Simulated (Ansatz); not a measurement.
Basis-set extrapolation for ClFH$_{4}$O$_{2}$Si$_{2}$, SMILES `O[SiH](F)O[SiH2]Cl` (PBE0-D4/def2-TZVP geometry, frozen core, Ansatz). Multiplicity 1, RHF reference.

|  | def2-TZVPP | def2-QZVPP |
| --- | --- | --- |
| HF | -1289.312220 | -1289.356874 |
| MP2 correlation | -1.142863 | -1.245787 |
| CCSD(T) correlation | -1.223178 | not run |

Energies in hartree. Use E(X) = E(∞) + A·exp(−7.88·√X) for Hartree–Fock and E(X) = E(∞) + B·X^(−2.97) for correlation, with X = 3 and 4, and add CCSD(T) minus MP2 of the smaller set to the MP2 limit.

Q: What is the CCSD(T) energy at the basis-set limit?

A: HF limit: -1289.356874 + (-0.044654) × 0.13774 = -1289.36302. MP2 limit: -1.245787 + (-0.102924) × 0.74074 = -1.32203. Higher-order term: -1.223178 − (-1.142863) = -0.08032. Total: -1290.76537 hartree, 6.26 eV below CCSD(T)/def2-TZVPP.
